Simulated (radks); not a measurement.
Valence configurations of Rh I (all share [Kr]). All-electron calculation, Dirac Kohn-Sham, PBE, spin-unpolarised, spherical densities, point nucleus; open shells are shared between the two j in proportion to 2j + 1. Program: a radial shooting solver on a logarithmic mesh with Libxc functionals. Energies are relative to 4d8 5s1; eigenvalues in eV.

valence,E (eV),e(4d3/2),e(4d5/2),e(5p1/2),e(5p3/2),e(5s1/2)
4d9,-0.911,-3.816,-3.456,-,-,-
4d8.5 5s0.5,-0.631,-4.939,-4.563,-,-,-3.817
4d8 5s1,0.000,-6.179,-5.787,-,-,-4.301
4d7.5 5s1.5,1.024,-7.516,-7.108,-,-,-4.804
4d7 5s2,2.479,-8.935,-8.511,-,-,-5.318
4d7.5 5s1 5p0.5,2.920,-8.386,-7.976,-1.621,-1.481,-5.399
4d8 5p1,3.601,-7.883,-7.486,-1.801,-1.668,-
4d7 5s1 5p1,6.615,-10.529,-10.099,-2.218,-2.040,-6.373
4d7 5s0.5 5p1.5,8.782,-11.233,-10.801,-2.555,-2.364,-6.819
4d7 5p2,11.005,-11.898,-11.463,-2.867,-2.664,-

NIST lists [Kr] 4d8 5s1 as the ground configuration; this level of theory puts 4d9 lower, by 0.911 eV. The energies are those of spherical spin-averaged densities, not of single terms.
